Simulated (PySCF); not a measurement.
Method: B3LYP-D3(BJ)/def2-TZVP run with PySCF 2.14.0. Gas-phase values, no solvent. One relaxed conformer stands for a flexible species; it need not be the lowest. B3LYP has the VWN-RPA correlation part, as in Gaussian. Delta-SCF ions had no search for a lower state. Excitations are Tamm–Dancoff values on a coarser integration grid. The basis has no diffuse functions, so Rydberg states are missing or too high.

Reference species (SMILES): `O=C[C@@H]1CO1` (O–C–C–O torsion 155°) (neutral, multiplicity 1).

- HOMO–LUMO gap: 5.99 eV
- vertical ionisation energy (Delta-SCF): 10.15 eV
- brightest of the four lowest singlets (TDA): 7.19 eV

Changed species: `C1=COCO1`.

Predict the effect on the HOMO–LUMO gap, vertical ionisation energy (Delta-SCF) and brightest of the four lowest singlets (TDA).

the HOMO–LUMO gap rises by 0.23 eV, to 6.22 eV; the vertical ionisation energy (Delta-SCF) falls by 2.00 eV, to 8.15 eV; the brightest of the four lowest singlets (TDA) drops by 0.97 eV, to 6.22 eV.
